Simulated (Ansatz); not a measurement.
Wavefunction ladder for `N[Si@H]1O[Si@@H]1[SiH3]`

Cartesian coordinates in Å:
```
N -0.739 -1.585 -2.117
Si -0.525 -0.558 -0.802
O -0.496 -1.291 0.639
Si 1.136 -0.760 1.023
Si 0.654 1.471 1.843
H -0.362 -2.517 -2.148
H -1.054 -1.253 -3.012
H -1.330 0.662 -0.980
H 1.003 -0.069 -0.674
H 1.821 2.377 1.624
H 0.449 1.376 3.320
H -0.557 2.147 1.285
```

Total charge 0; spin multiplicity 1. The structure was optimised at the PBE0-D4/def2-TZVP level. It is one conformer, not always the lowest. Frozen core, restricted reference, the Gaussian-basis code of Ansatz. CBS rows extrapolate triple and quadruple zeta; past MP2 they add the triple-zeta difference.

```json
{"basis": "def2-TZVPP", "HF (Eh)": "-1000.32014", "MP2 corr.": "-0.81037", "CCSD corr.": "-0.86606", "(T)": "-0.03486", "CCSD(T) total": "-1001.22106"}
{"basis": "def2-QZVPP", "HF (Eh)": "-1000.35406", "MP2 corr.": "-0.87217", "CCSD corr.": "–", "(T)": "–", "CCSD(T) total": "–"}
{"basis": "CBS(def2)", "HF (Eh)": "-1000.35873", "MP2 corr.": "-0.91794", "CCSD corr.": "-0.97363", "(T)": "as TZ", "CCSD(T) total": "-1001.36722"}
```
